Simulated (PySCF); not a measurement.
C4H8OSi, SMILES C(#C)[SiH2]CCO. Atoms are numbered in the order given.

```xyz
14

C      1.9228    -2.0255     0.0369
C      1.5275    -0.8703     0.0085
Si     0.8898     0.8508    -0.0051
C     -0.8035     0.9050     0.8368
C     -1.7687    -0.1488     0.2962
O     -1.8095    -0.1679    -1.1176
H      2.2753    -3.0416     0.0549
H      1.8423     1.7153     0.7561
H      0.8383     1.3529    -1.4079
H     -1.2185     1.9227     0.7004
H     -0.6661     0.7783     1.9257
H     -1.4268    -1.1523     0.5975
H     -2.7808    -0.0066     0.7290
H     -2.1150     0.7004    -1.4136
```
Charge 0, spin multiplicity 1.

Geometry optimised at r2SCAN-D4/def2-SVP. This is a generated structure with no PubChem entry under its InChIKey; it may be hypothetical. The values are those of a single conformer.

Level of theory: r2SCAN-D4/def2-SVP in PySCF 2.14.0.

Frequencies are harmonic and unscaled.

```json
[
 {"mode": "1", "ν (cm⁻¹)": "54", "IR (km/mol)": "2.4", "moving atoms (share of kinetic energy)": "O 45 %, C 35 %, H 14 %"},
 {"mode": "2", "ν (cm⁻¹)": "102", "IR (km/mol)": "2.5", "moving atoms (share of kinetic energy)": "C 58 %, H 29 %, Si 9 %"},
 {"mode": "3", "ν (cm⁻¹)": "136", "IR (km/mol)": "0.6", "moving atoms (share of kinetic energy)": "O 31 %, H 25 %, C 23 %, Si 21 %"},
 {"mode": "4", "ν (cm⁻¹)": "220", "IR (km/mol)": "0.1", "moving atoms (share of kinetic energy)": "C 56 %, H 33 %"},
 {"mode": "5", "ν (cm⁻¹)": "241", "IR (km/mol)": "5.5", "moving atoms (share of kinetic energy)": "C 62 %, H 30 %"},
 {"mode": "6", "ν (cm⁻¹)": "338", "IR (km/mol)": "10.5", "moving atoms (share of kinetic energy)": "H 47 %, C 42 %"},
 {"mode": "7", "ν (cm⁻¹)": "359", "IR (km/mol)": "164.4", "moving atoms (share of kinetic energy)": "H 71 %, C 19 %"},
 {"mode": "8", "ν (cm⁻¹)": "475", "IR (km/mol)": "24.2", "moving atoms (share of kinetic energy)": "H 44 %, C 30 %, O 16 %, Si 9 %"},
 {"mode": "9", "ν (cm⁻¹)": "551", "IR (km/mol)": "6.4", "moving atoms (share of kinetic energy)": "H 65 %, C 18 %, Si 15 %"},
 {"mode": "10", "ν (cm⁻¹)": "601", "IR (km/mol)": "16.4", "moving atoms (share of kinetic energy)": "C 57 %, Si 27 %, H 17 %"},
 {"mode": "11", "ν (cm⁻¹)": "668", "IR (km/mol)": "16.7", "moving atoms (share of kinetic energy)": "C 42 %, Si 30 %, H 28 %"},
 {"mode": "12", "ν (cm⁻¹)": "705", "IR (km/mol)": "7.4", "moving atoms (share of kinetic energy)": "H 76 %, C 18 %"},
 {"mode": "13", "ν (cm⁻¹)": "712", "IR (km/mol)": "44.4", "moving atoms (share of kinetic energy)": "H 80 %, C 20 %"},
 {"mode": "14", "ν (cm⁻¹)": "718", "IR (km/mol)": "33.6", "moving atoms (share of kinetic energy)": "H 77 %, C 23 %"},
 {"mode": "15", "ν (cm⁻¹)": "814", "IR (km/mol)": "53.1", "moving atoms (share of kinetic energy)": "H 59 %, C 28 %"},
 {"mode": "16", "ν (cm⁻¹)": "844", "IR (km/mol)": "201.6", "moving atoms (share of kinetic energy)": "H 74 %, C 12 %, Si 11 %"},
 {"mode": "17", "ν (cm⁻¹)": "942", "IR (km/mol)": "17.0", "moving atoms (share of kinetic energy)": "H 52 %, C 39 %, O 8 %"},
 {"mode": "18", "ν (cm⁻¹)": "955", "IR (km/mol)": "85.7", "moving atoms (share of kinetic energy)": "H 96 %"},
 {"mode": "19", "ν (cm⁻¹)": "968", "IR (km/mol)": "75.2", "moving atoms (share of kinetic energy)": "H 72 %, C 20 %"},
 {"mode": "20", "ν (cm⁻¹)": "1098", "IR (km/mol)": "37.3", "moving atoms (share of kinetic energy)": "C 50 %, H 30 %, O 20 %"},
 {"mode": "21", "ν (cm⁻¹)": "1114", "IR (km/mol)": "75.0", "moving atoms (share of kinetic energy)": "H 78 %, O 12 %, C 10 %"},
 {"mode": "22", "ν (cm⁻¹)": "1197", "IR (km/mol)": "22.8", "moving atoms (share of kinetic energy)": "H 57 %, C 41 %"},
 {"mode": "23", "ν (cm⁻¹)": "1285", "IR (km/mol)": "9.2", "moving atoms (share of kinetic energy)": "H 78 %, C 22 %"},
 {"mode": "24", "ν (cm⁻¹)": "1368", "IR (km/mol)": "2.0", "moving atoms (share of kinetic energy)": "H 78 %, C 17 %"},
 {"mode": "25", "ν (cm⁻¹)": "1405", "IR (km/mol)": "44.1", "moving atoms (share of kinetic energy)": "H 81 %, C 15 %"},
 {"mode": "26", "ν (cm⁻¹)": "1416", "IR (km/mol)": "5.0", "moving atoms (share of kinetic energy)": "H 90 %, C 9 %"},
 {"mode": "27", "ν (cm⁻¹)": "1488", "IR (km/mol)": "1.1", "moving atoms (share of kinetic energy)": "H 93 %"},
 {"mode": "28", "ν (cm⁻¹)": "2132", "IR (km/mol)": "27.0", "moving atoms (share of kinetic energy)": "C 90 %, H 10 %"},
 {"mode": "29", "ν (cm⁻¹)": "2215", "IR (km/mol)": "118.9", "moving atoms (share of kinetic energy)": "H 97 %"},
 {"mode": "30", "ν (cm⁻¹)": "2235", "IR (km/mol)": "96.3", "moving atoms (share of kinetic energy)": "H 97 %"},
 {"mode": "31", "ν (cm⁻¹)": "2976", "IR (km/mol)": "87.4", "moving atoms (share of kinetic energy)": "H 94 %"},
 {"mode": "32", "ν (cm⁻¹)": "3018", "IR (km/mol)": "15.8", "moving atoms (share of kinetic energy)": "H 94 %"},
 {"mode": "33", "ν (cm⁻¹)": "3082", "IR (km/mol)": "3.1", "moving atoms (share of kinetic energy)": "H 91 %, C 9 %"},
 {"mode": "34", "ν (cm⁻¹)": "3098", "IR (km/mol)": "23.8", "moving atoms (share of kinetic energy)": "H 91 %, C 9 %"},
 {"mode": "35", "ν (cm⁻¹)": "3460", "IR (km/mol)": "52.4", "moving atoms (share of kinetic energy)": "H 86 %, C 14 %"},
 {"mode": "36", "ν (cm⁻¹)": "3808", "IR (km/mol)": "27.0", "moving atoms (share of kinetic energy)": "H 94 %"}
]
```
